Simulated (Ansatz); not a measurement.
Gas-phase electronic energies from Ansatz, PBE0-D4/def2-TZVP geometries. CBS: MP2 limit from def2 TZ/QZ plus the TZ coupled-cluster correction, frozen cores. DFT in def2-TZVPP. def2 core potentials past Kr. For In, Sn outer-core shells are correlated without core-valence functions, which leaves a few kJ/mol of doubt a bond. One conformer a species, not always the lowest.

`[CH3][Sn]([F])([F])[SH]` + `N#[C][InH2]` → `[CH3][Sn]([F])([F])[C]#N` + `[SH][InH2]`  (redistribution)

| species | BLYP energy (Eh) |
| --- | --- |
| `[CH3][Sn]([F])([F])[SH]` | -852.82523 |
| `N#[C][InH2]` | -284.12325 |
| `[CH3][Sn]([F])([F])[C]#N` | -546.84783 |
| `[SH][InH2]` | -590.09993 |

Q: Work out ΔE.

A: ΔE = (-546.84783) + (-590.09993) − (-852.82523) − (-284.12325) = 0.00072 Eh = +1.9 kJ/mol. CCSD(T)/CBS gives +1.2 kJ/mol.

Largest T1 diagnostic among the species: 0.015.

Leaving LDA and LC-ωPBE aside and taking each functional with its dispersion term where it has one, the values, not all of them listed here, spread over 5.2 kJ/mol, from B97M-V to ωB97M-V.
